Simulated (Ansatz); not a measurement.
Relaxation of closo-2-SB6 (no H on S) (B6H6S) with RKS PBE0-D4/def2-SVP.

```sh
$ ansatz run in.yaml --threads 4 --pin off --events-out ev --progress --plain --max-ram 4787MiB
```

```yaml
crystal:
  periodic: [false, false, false]
  atoms:
    - {symbol: B, position_ang: [-0.856350, -1.189750, 0.250400]}
    - {symbol: B, position_ang: [-0.827490, 0.403070, -0.708300]}
    - {symbol: B, position_ang: [0.935070, 0.617120, -0.615030]}
    - {symbol: B, position_ang: [0.123060, 1.370140, 0.563450]}
    - {symbol: B, position_ang: [0.706780, -0.372520, 0.843460]}
    - {symbol: B, position_ang: [0.342520, -0.932670, -0.804290]}
    - {symbol: S, position_ang: [-1.173860, 0.289310, 1.305180]}
    - {symbol: H, position_ang: [-1.561220, -2.093530, 0.494260]}
    - {symbol: H, position_ang: [-1.728050, 0.824090, -1.332680]}
    - {symbol: H, position_ang: [1.804880, 1.098020, -1.233930]}
    - {symbol: H, position_ang: [0.171790, 2.436060, 1.047920]}
    - {symbol: H, position_ang: [1.336580, -0.726960, 1.768220]}
    - {symbol: H, position_ang: [0.726290, -1.722370, -1.578670]}
basis:
  gaussian: {orbitals: def2-SVP}
hamiltonian: {xc: pbe0, dispersion: d4}
scf: {lower_state_search: "off"}
output: {orbitals: {seedname: orbitals}}
relax: {f_tol: 0.02, max_steps: 100}
```

It took 15 s on 4 threads of Arm Neoverse V1 on a shared host.

Positions (Å) and forces (eV/Å) at steps 1, 2, 3, 4, 5, 7 of 7:

```xyz
13
step=1 energy=-14976.7674 eV
B    -0.856   -1.190    0.250   -0.131   -0.138    0.071
B    -0.827    0.403   -0.708    0.162   -0.009   -0.444
B     0.935    0.617   -0.615   -0.489   -0.628    0.164
B     0.123    1.370    0.563   -0.015    0.187    0.110
B     0.707   -0.373    0.843    0.395   -0.141   -0.194
B     0.343   -0.933   -0.804    0.030    0.746    0.341
S    -1.174    0.289    1.305   -0.235    0.057    0.259
H    -1.561   -2.094    0.494   -0.353   -0.574    0.062
H    -1.728    0.824   -1.333   -0.478    0.231   -0.396
H     1.805    1.098   -1.234    0.496    0.433   -0.275
H     0.172    2.436    1.048    0.109    0.632    0.209
H     1.337   -0.727    1.768    0.400   -0.212    0.494
H     0.726   -1.722   -1.579    0.110   -0.584   -0.401
13
step=2 energy=-14976.8694 eV
B    -0.866   -1.200    0.255   -0.148   -0.162    0.071
B    -0.836    0.408   -0.724    0.075    0.014   -0.355
B     0.929    0.617   -0.610   -0.080   -0.277   -0.062
B     0.122    1.383    0.571   -0.011    0.208    0.115
B     0.722   -0.380    0.851    0.323   -0.120   -0.096
B     0.338   -0.930   -0.798    0.126    0.269    0.008
S    -1.174    0.289    1.305   -0.317    0.077    0.351
H    -1.573   -2.130    0.488   -0.080   -0.142    0.008
H    -1.740    0.834   -1.374   -0.118    0.054   -0.075
H     1.810    1.136   -1.220    0.121    0.147   -0.047
H     0.187    2.471    1.050    0.033    0.154    0.044
H     1.376   -0.744    1.779    0.078   -0.044    0.123
H     0.704   -1.756   -1.574   -0.002   -0.177   -0.087
13
step=3 energy=-14976.8949 eV
B    -0.874   -1.205    0.261   -0.044    0.000    0.044
B    -0.835    0.410   -0.742    0.076   -0.010   -0.162
B     0.930    0.616   -0.611    0.012   -0.012   -0.017
B     0.119    1.391    0.578   -0.036    0.022    0.046
B     0.738   -0.386    0.850    0.147   -0.048   -0.088
B     0.339   -0.929   -0.799    0.018    0.006   -0.016
S    -1.183    0.292    1.315   -0.121    0.030    0.135
H    -1.579   -2.147    0.486    0.029    0.023   -0.017
H    -1.744    0.838   -1.397    0.016   -0.011    0.038
H     1.813    1.168   -1.207   -0.038   -0.001    0.036
H     0.195    2.488    1.052    0.008   -0.032   -0.024
H     1.397   -0.752    1.783   -0.037    0.016   -0.015
H     0.684   -1.784   -1.568   -0.030    0.018    0.039
13
step=4 energy=-14976.8998 eV
B    -0.875   -1.200    0.264   -0.038    0.036    0.055
B    -0.830    0.410   -0.753    0.069   -0.022   -0.041
B     0.930    0.616   -0.611    0.009    0.020    0.002
B     0.115    1.388    0.581   -0.056   -0.013    0.049
B     0.748   -0.389    0.844    0.035   -0.005   -0.075
B     0.339   -0.929   -0.800   -0.006   -0.021   -0.004
S    -1.190    0.293    1.322    0.000    0.000    0.001
H    -1.577   -2.146    0.484    0.026    0.013   -0.020
H    -1.742    0.838   -1.403    0.018   -0.010    0.026
H     1.811    1.180   -1.199   -0.028   -0.009    0.023
H     0.196    2.487    1.051    0.013   -0.022   -0.024
H     1.402   -0.754    1.780   -0.025    0.012   -0.018
H     0.673   -1.793   -1.562   -0.016    0.020    0.027
13
step=5 energy=-14976.8978 eV rejected
B    -0.881   -1.187    0.277    0.057   -0.157   -0.134
B    -0.819    0.407   -0.766   -0.040    0.019   -0.027
B     0.928    0.622   -0.606    0.003   -0.098   -0.054
B     0.101    1.380    0.590    0.156    0.103   -0.101
B     0.760   -0.392    0.832    0.027   -0.014    0.042
B     0.333   -0.933   -0.796    0.071    0.080   -0.030
S    -1.190    0.293    1.322   -0.241    0.059    0.266
H    -1.572   -2.141    0.483   -0.009   -0.004    0.006
H    -1.733    0.836   -1.414    0.019   -0.012    0.037
H     1.805    1.195   -1.186   -0.002   -0.001    0.002
H     0.195    2.481    1.047   -0.004    0.008    0.008
H     1.413   -0.757    1.770   -0.036    0.016   -0.019
H     0.659   -1.803   -1.553   -0.001    0.002    0.002
13
step=7 energy=-14976.9019 eV
B    -0.878   -1.194    0.270    0.002   -0.001   -0.003
B    -0.822    0.407   -0.761   -0.018    0.006    0.004
B     0.930    0.618   -0.610    0.007   -0.002   -0.008
B     0.108    1.384    0.585    0.003   -0.001   -0.003
B     0.755   -0.391    0.835   -0.003   -0.001    0.019
B     0.337   -0.931   -0.799    0.007   -0.002   -0.008
S    -1.194    0.294    1.327   -0.008    0.002    0.009
H    -1.571   -2.147    0.478    0.003    0.006    0.000
H    -1.739    0.836   -1.402    0.010   -0.003   -0.004
H     1.807    1.191   -1.190   -0.003   -0.001    0.003
H     0.201    2.485    1.044   -0.001   -0.006   -0.002
H     1.401   -0.753    1.777    0.003    0.000   -0.011
H     0.663   -1.800   -1.555   -0.002    0.003    0.003
```
